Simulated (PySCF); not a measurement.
Multinuclear NMR of C4H11OPSi3

Mapped SMILES: `[CH3:1][C:2](=[O:3])[C:4]#[C:5][SiH2:6][Si@H:7]([SiH3:8])[PH2:9]`. Each H is labelled by its parent atom. Ha(Si6) is pro-R; Hb(Si6) is pro-S.

- NMR shieldings at PBE0/pcSseg-1/GIAO
- geometry: GFN2-xTB
- program: PySCF
- fast rotation and ring inversion assumed for equivalent nuclei, no solvent, single conformer, non-relativistic

(1) Where does ³¹P resonate?

(2) Where does ²⁹Si resonate?

(3) What are the ¹⁷O shifts?

Results:

(1) 
```tsv
atoms	environment	σ (ppm)	δ (ppm)
P9	phosphorus bonded to Si, 2 H	621.9	-245.1
```

Shieldings were converted by a linear fit to measured shifts: ³¹P: δ = 270.09 − 0.828σ (rms 18.1 ppm, 64 shifts vs H3PO4, solution or neat liquid). Occasional misses reach two or three times the rms, and more in compound classes unlike the fitted ones.

On a 400 MHz spectrometer ³¹P resonates near 161.9 MHz, so 1 ppm is 161.9 Hz.

(2) 
| atoms | environment | σ (ppm) | δ (ppm) |
| --- | --- | --- | --- |
| Si6 | silicon bonded to C, Si, 2 H | 440.5 | -82.1 |
| Si7 | silicon bonded to P, 2 Si, H | 446.5 | -87.0 |
| Si8 | silicon bonded to Si, 3 H | 460.8 | -98.8 |

Shieldings were converted by a linear fit to measured shifts: ²⁹Si (scatter 8.9 ppm rms, 25.8 ppm with the 6 outliers that the fit left out vs TMS, solution or neat liquid). A few per cent of atoms miss by over 2 rms, more outside the fitted compound classes.

On a 300 MHz spectrometer ²⁹Si resonates near 59.6 MHz, so 1 ppm is 59.6 Hz.

(3) 
| atoms | environment | σ (ppm) | δ (ppm) |
| --- | --- | --- | --- |
| O3 | ketone oxygen | -378.3 | 611.3 |

Shieldings were converted by a linear fit to measured shifts: ¹⁷O: δ = 266.70 − 0.911σ (rms 10.7 ppm, 155 shifts, 12.2 ppm with the 3 outliers that the fit left out vs liquid water, solution or neat liquid). Occasional misses reach two or three times the rms, and more in compound classes unlike the fitted ones.

On a 400 MHz spectrometer ¹⁷O resonates near 54.2 MHz, so 1 ppm is 54.2 Hz.
